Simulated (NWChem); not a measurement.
Everything below was run with NWChem. System: ClTl, charge 0, spin multiplicity 1, at a geometry optimised with B3LYP/def2-SVP with def2 effective core potentials on Tl. The structure started from a generated list of species. Level: CCSD(T)/def2-TZVP with def2 effective core potentials on Tl, 9 core orbitals frozen.

Job file:

```
start mol
memory heap 100 mb stack 700 mb global 1900 mb
geometry units angstroms nocenter noautoz
  Tl     0.000000     0.000000    -0.440461
  Cl     0.000000     0.000000     2.098665
  symmetry group C2v
end
basis spherical
  * library def2-tzvp
end
ecp
  Tl library def2-ecp
end
scf
  rhf
  nopen 0
  maxiter 100
  thresh 1e-7
  semidirect memsize 60000000 filesize 0
end
tce
  freeze core 9
  ccsd(t)
  2eorb
  2emet 13
  thresh 1e-6
  maxiter 100
  tilesize 24
end
task tce energy
```

Output (cleaned and shortened):

```
             Northwest Computational Chemistry Package (NWChem) 7.3.0
             --------------------------------------------------------

                                NWChem Input Module
                                -------------------

 Scaling coordinates for geometry "geometry" by  1.889725989
 (inverse scale =  0.529177249)

 Turning off AUTOSYM since
 SYMMETRY directive was detected!

                             Geometry "geometry" -> ""
                             -------------------------

 Output coordinates in angstroms (scale by  1.889725989 to convert to a.u.)

  No.       Tag          Charge          X              Y              Z
 ---- ---------------- ---------- -------------- -------------- --------------
    1 Tl                  81.0000     0.00000000     0.00000000    -0.44046100
    2 Cl                  17.0000     0.00000000     0.00000000     2.09866500

 Effective nuclear repulsion energy (a.u.)     286.9794850167

            Nuclear Dipole moment (a.u.)
            ----------------------------
        X                 Y               Z
 ---------------- ---------------- ----------------
     0.0000000000     0.0000000000    -0.0000680301

      Symmetry information
      --------------------

 Group name             C2v
 Group number             16
 Group order               4
 No. of unique centers     2

      Symmetry unique atoms

     1    2


 Summary of "ao basis" -> "" (spherical)
 ------------------------------------------------------------------------------
       Tag                 Description            Shells   Functions and Types
 ---------------- ------------------------------  ------  ---------------------
 *                         def2-tzvp                  on all atoms

 Summary of "ao basis" -> "ao basis" (spherical)
 ------------------------------------------------------------------------------
       Tag                 Description            Shells   Functions and Types
 ---------------- ------------------------------  ------  ---------------------
 Tl                        def2-tzvp                16       50   6s5p3d2f
[...]
      Beta frozen virtuals :     0
         Spin multiplicity : singlet
    Number of AO functions :    87
       Number of AO shells :    29
        Use of symmetry is : on
      Symmetry adaption is : on
         Schwarz screening : 0.10D-09

          Correlation Information
          -----------------------
          Calculation type : Coupled-cluster singles & doubles w/ perturbation
   Perturbative correction : (T)
            Max iterations :      100
        Residual threshold : 0.10D-05
     T(0) DIIS level shift : 0.00D+00
     L(0) DIIS level shift : 0.00D+00
     T(1) DIIS level shift : 0.00D+00
     L(1) DIIS level shift : 0.00D+00
     T(R) DIIS level shift : 0.00D+00
     T(I) DIIS level shift : 0.00D+00
   CC-T/L Amplitude update :  5-th order DIIS
                I/O scheme : Global Array Library
        L-threshold :  0.10D-05
        EOM-threshold :  0.10D-05
 no EOMCCSD initial starts read in
 TCE RESTART OPTIONS
 SLICE:      F
 D4D5:       F
 quantumc:   F
 qrotation:  F
 pwtce:      F
 qducc:      F
 nacto:                         0
 nrotv:                         0
 nrot:                          0

            Memory Information
            ------------------
          Available GA space size is     249029231 doubles
          Available MA space size is     104836620 doubles

 Maximum block size supplied by input
 Maximum block size        24 doubles

 tile_dim =     17

 -------------------------------------------------

 Global array virtual files algorithm will be used

 Parallel file system coherency ......... OK

 4-electron integrals stored in orbital form

 v2    file size   =          2095745
 4-index algorithm nr.  13 is used
 imaxsize =       30
 imaxsize ichop =        0


CCSD iterations
 ---------------------------------------------------------
 Iter          Residuum       Correlation     Cpu    Wall
 ---------------------------------------------------------
    1   0.1802607398524  -0.5475083080266     0.8     0.8
    2   0.0368415186577  -0.5249433088211     0.8     0.8
    3   0.0097353156605  -0.5356757010097     0.8     0.8
    4   0.0038392355853  -0.5356460441324     0.8     0.8
    5   0.0013763196887  -0.5362403812363     0.8     0.8
    6   0.0005752993177  -0.5363611832177     0.7     0.7
    7   0.0003718768691  -0.5363832821384     0.8     0.8
    8   0.0001452031757  -0.5363878909572     0.8     0.8
    9   0.0001233850626  -0.5363889527425     0.8     0.8
   10   0.0000536604182  -0.5363925089459     0.8     0.8
   11   0.0000134572869  -0.5363957422673     0.7     0.7
   12   0.0000063624487  -0.5363947007451     0.8     0.8
   13   0.0000035538988  -0.5363948015417     0.7     0.7
   14   0.0000022107478  -0.5363946866068     0.7     0.7
   15   0.0000013161114  -0.5363946787240     0.8     0.8
   16   0.0000003217486  -0.5363946278454     0.7     0.7
 -----------------------------------------------------------------
 Iterations converged
 CCSD correlation energy / hartree =        -0.536394627845406
 CCSD total energy / hartree       =      -631.644661264506453

 Singles contributions

 Doubles contributions
 CCSD(T)
 Using plain CCSD(T) code
             total no. of tasks          925
 total no. of tasks / no. procs          925
                         wl_min          343           2.6
                         wl_max       505750           8.9
        thresh for no. of tasks          925

 CCSD[T]  correction energy / hartree =        -0.017107967109536
 CCSD[T] correlation energy / hartree =        -0.553502594954942
 CCSD[T] total energy / hartree       =      -631.661769231615949
 CCSD(T)  correction energy / hartree =        -0.016365606219173
 CCSD(T) correlation energy / hartree =        -0.552760234064579
 CCSD(T) total energy / hartree       =      -631.661026870725664

 Task  times  cpu:       45.1s     wall:       45.1s

 Total times  cpu:       45.1s     wall:       45.1s
```
